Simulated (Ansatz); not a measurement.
Mulliken charges of C$_{2}$H$_{5}$NSSi, SMILES `C1=N[SiH2]CS1` from PBE/def2-TZVPP in Ansatz (PBE0-D4/def2-TZVP geometry).

```
atom   x (Å)   y (Å)   z (Å)  charge (e)
  C1  -1.332   0.831   0.634       0.007
  N2  -1.137  -0.352   1.030      -0.261
 Si3   0.268  -1.075   0.294       0.354
  C4   0.864   0.354  -0.815      -0.249
  S5  -0.317   1.690  -0.532      -0.061
  H6  -2.168   1.443   0.988       0.090
  H7   1.278  -1.452   1.316      -0.065
  H8  -0.095  -2.281  -0.492      -0.065
  H9   1.864   0.700  -0.547       0.125
 H10   0.858   0.091  -1.873       0.125
```

Problem. By hand: the dipole of these point charges (1 e Å = 4.8032 D).

Solution. Σ q r = (0.255, -0.003, -0.192) e Å, of length 0.319 e Å = 1.53 D.

Problem. How does the dipole of the full density compare? (Best estimate.)

Solution. Computed: (0.248, 0.057, -0.215) e Å, 1.60 D; the point charges give 0.96 times that, at 11° from its direction.

Point charges leave out the atoms' own dipoles, such as those of lone pairs, and Mulliken's split depends on the basis, so the close match here is no proof of good charges.
